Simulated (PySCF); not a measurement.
BHBr₂, SMILES BrBBr. Geometry optimised at PBE-D3(BJ)/def2-TZVP.

Give the equilibrium geometry at PBE-D3(BJ)/def2-TZVP (PySCF confirms it by a frequency run) as a Z-matrix, and its point group. (The exact figures need the calculation; the answer reports its results.)

point group C2v.
```
B
H 1 1.1920
Br 1 1.9021 2 119.26
Br 1 1.9021 2 119.26 3 180.00
```
